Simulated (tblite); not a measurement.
C₅H₁₁N₂ (doublet state).
Z-matrix (Å and degrees, GFN2-xTB geometry), rows numbered from 1:
```
C 
C   1  1.5291
C   2  1.4734  1  111.57
C   3  1.3901  2  123.98  1   141.58
N   4  1.2954  3  120.58  2   176.72
C   2  1.5701  1  108.63  3  -121.12
N   6  1.4350  2  115.61  1  -172.08
H   1  1.0872  2  110.47  3    61.09
H   1  1.0874  2  110.38  3  -178.80
H   1  1.0872  2  110.22  3   -58.84
H   2  1.0971  1  109.55  3   122.06
H   3  1.0791  2  118.30  1   -42.52
H   4  1.1011  3  116.61  2    -3.69
H   5  1.0169  4  114.19  3   179.51
H   6  1.0922  2  108.60  1    66.07
H   6  1.0934  2  107.74  1   -51.35
H   7  1.0136  6  111.52  2    58.02
H   7  1.0135  6  111.42  2   -63.59
```

Calculated harmonic vibrations of the isolated species, GFN2-xTB (tblite), most abundant isotopes, no scaling. This tight-binding method is rough: wavenumbers can miss measured ones by several per cent, in bad cases by 10 to 20. One conformer, not necessarily the lowest. Open shells enter through the occupations alone, without spin polarisation, and single modes of such species can be off by tens of per cent.

Harmonic wavenumbers (cm⁻¹): 57.2, 97.2, 148.7, 193.6, 214.9, 248.6, 328.6, 347.1, 420.8, 484.9, 505.2, 615.3, 752.0, 845.9, 880.4, 916.2, 953.0, 972.3, 1031.2, 1079.8, 1087.8, 1105.0, 1146.4, 1197.9, 1246.3, 1269.2, 1273.6, 1304.0, 1311.6, 1356.0, 1408.2, 1428.9, 1468.3, 1493.8, 1497.5, 1507.9, 1562.6, 2813.3, 2913.7, 2956.1, 2977.2, 3035.4, 3040.0, 3044.4, 3099.6, 3352.1, 3395.9, 3428.4.

A = 3405, B = 1753, C = 1246 MHz; mass 99.092 u (most abundant isotopes); point group C1, symmetry number 1; spin multiplicity 2.

Problem. What is the zero-point energy?

Solution. Half the sum of the wavenumbers: 33907 cm⁻¹ = 405.62 kJ/mol.

Problem. Entropy at 400 K, 1 bar (ideal gas, RRHO, classical rotation)?

Solution. Translation 172.28, rotation 121.49, vibration 134.60, spin (R ln 2) 5.76: S = 434.1 J/(mol K).

Problem. And Cp and H(400 K) − H(0)?

Solution. Cp = 178.68 J/(mol K), of which vibrations give 145.42 (their classical limit is 48 R = 399.1); H(400 K) − H(0) = 42.11 kJ/mol without the zero-point energy, 28.81 from vibrations.

Problem. Which modes carry the vibrational entropy at 400 K?

Solution. 57.2 cm⁻¹: 21.48; 97.2 cm⁻¹: 17.09; 148.7 cm⁻¹: 13.62; 193.6 cm⁻¹: 11.49; 214.9 cm⁻¹: 10.66; 248.6 cm⁻¹: 9.52 J/(mol K); the other 42 give 50.75 together.

Problem. Blend soft modes into free rotors: weight 1/[1 + (100 cm⁻¹/ν̃)⁴] for the oscillator and the rest for a rotor with moment μB/(μ + B), μ = h/(8π²ν), B = 10⁻⁴⁴ kg m². What vibrational entropy results?

Solution. 126.75 J/(mol K) in place of 134.60, which changes −T·S at 400 K by +3.14 kJ/mol.

Hindered rotation and anharmonicity are outside this model. Other conformers, if any are populated, would add a mixing term that is left out. The structure is chiral; the term R ln 2 for an equal mix with its mirror image is left out.
